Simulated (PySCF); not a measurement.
Electronic structure of C²⁺ (carbon, charge +2) at the PBE0 level

Configuration: [He] 2s1 3s1, high-spin 3S determinant (an excited configuration). Calculation: PySCF 2.14, in x2c-TZVPPall with one added diffuse shell each of s, p, d type (6s4p3d1f, 40 functions); the spin-free X2C one-electron Hamiltonian (Gaussian nucleus).

```
Total energy                        : -35.4357 hartree
One-electron energy                 : -41.8526 hartree
Hartree (Coulomb) energy            : 10.5681 hartree
Exchange-correlation energy         : -4.1512 hartree
⟨S²⟩                                : 2.0000
⟨L²⟩                                : 0.000
Sum of ⟨r⟩                          : 5.228 bohr
Sum of ⟨r²⟩                         : 15.21 bohr²
Langevin diamagnetic susceptibility : -12.0 ×10⁻⁶ cm³/mol
```

```csv
shell,electrons,mean orbital energy (eV),"rms radius, mean of both spins (bohr)"
1s α,1,-331.31,0.312
1s β,1,-329.72,0.312
2s α,1,-50.793,1.39
3s α,1,-16.554,3.62
```

The outer electron is Rydberg-like, and this basis confines it to a smaller radius and binds it less than a complete one would.
